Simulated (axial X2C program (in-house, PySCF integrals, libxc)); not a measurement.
**What spin–orbit coupling does to CrI**

Computed with an in-house relativistic program for diatomic molecules. Spin-free means the one-electron spin-free X2C Hamiltonian; two-component (2c) means X2C with spin–orbit coupling and atomic mean-field two-electron Coulomb and Gaunt terms, so the difference of the two also holds small scalar two-electron terms. Basis: I dyall-cv3z [11s12p8d4f1g], Cr dyall-cv3z [9s10p6d3f2g] (cores contracted in-house); Gaussian nuclei, density fitting, unrestricted open shells. Masses: I 126.904 u, Cr 51.941 u.

Spin-free state: M_S = 5/2, Λ = 0 (beyond evenly filled blocks: σα, π+α, π-α, δ+α, δ-α); fragments I + Cr.

```tsv
level	Re (Å)	ωe (cm⁻¹)	De (eV)	μ (D)
PBE0	2.543	250.1	2.842	5.53
HF	2.676	212.9	1.883	7.88
MP2	2.566	241.7	2.855	n/a
CCSD	2.575	241.3	2.769	n/a
BLYP	2.556	242.8	2.846	4.45
```

Correlated methods: 13 electrons correlated (number of frozen shells: I 4 s, 3 p, 2 d; Cr 3 s, 2 p), 311 virtual spin orbitals or spinors in MP2, 90 natural virtuals in coupled cluster.

Dipoles are positive if Cr is the positive end.

Two-component determinant lowest at the distance of the search:

Ω = 5/2 (⟨Sz⟩ = 2.50, ⟨Lz⟩ = 0.00 at HF); fragments I + Cr.

```csv
level,Re (Å),ωe (cm⁻¹),De (eV),μ (D)
PBE0,2.547,248.0,2.582,5.47
HF,2.680,211.7,1.582,7.84
MP2,2.569,240.3,2.577,n/a
CCSD,2.578,241.1,2.482,n/a
BLYP,2.561,239.6,2.548,4.37
```

(1) From the two tables, how do the constants change at the CCSD level (2c against spin-free)?

One determinant describes the state; a PBE0 search over occupations chose it and may have missed a lower one. De is counted from the lowest determinant-based energies of the atoms at the same level, without counterpoise correction. Density functionals use the spin component along the axis (collinear). CCSD ran in a truncated set of natural virtual spinors with an MP2 remainder; without triples it tends to underbind. The functionals have no current-density term, which raises determinants with orbital currents, atoms included. With several unpaired electrons one determinant need not be a pure state. This is the top spin component of a Σ state; components of lower Ω are not single determinants and can lie lower.

Results:

(1) At the CCSD level Re increases by 0.003 Å and ωe doesn't move by more than 0.2 cm⁻¹; De changes by -0.287 eV.
